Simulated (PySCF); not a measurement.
## Gallium: a sound run and one with changed settings

Sound run: Ga⁺ [Ar] 3d10 4s2, Ga²⁺ [Ar] 3d10 4s1. Computed with PySCF 2.14 in jorge-DZP-DKH (8s6p2d1f, 43 functions), with scalar relativity by spin-free X2C-1e. In the sound run the correlated levels freeze [Ar] 3d10. The sound run starts from symmetry-adapted Hartree-Fock orbitals and uses a fine grid where one is needed.

Changed run: basis STO-3G, all-electron and non-relativistic. This setting is unsound on purpose.

| species | method | sound run (hartree) | changed run (hartree) | converged |
| --- | --- | --- | --- | --- |
| Ga⁺ | UHF | -1941.86198 | -1900.61973 | yes |
| Ga⁺ | MN15 | -1944.91158 | -1899.63432 | yes |
| Ga⁺ | M06-L | -1943.41533 | -1901.81859 | yes |
| Ga⁺ | MP2 | -1941.88374 | -1900.64155 | yes |
| Ga⁺ | CCSD(T) | -1941.89510 | -1900.65720 | yes |
| Ga²⁺ | UHF | -1941.17637 | -1900.00347 | yes |
| Ga²⁺ | MN15 | -1944.17079 | -1898.98621 | yes |
| Ga²⁺ | M06-L | -1942.67005 | -1901.16396 | yes |

Ionisation energy of Ga⁺:

```
 method  sound run (eV)  changed run (eV)
    UHF          18.656            16.769
   MN15          20.158            17.636
  M06-L          20.280            17.813
    MP2          19.249            17.363
SCS-MP2          19.367            17.482
   CCSD          19.558            17.789
CCSD(T)          19.558            17.789
  CCSDT          19.558            17.789
    FCI          19.558            17.789
```

A minimal basis cannot let orbitals breathe on ionisation and holds almost no correlation. The Hamiltonian changed with the basis, so the totals do not compare.

For comparison, NIST gives 20.515 eV between the lowest levels.
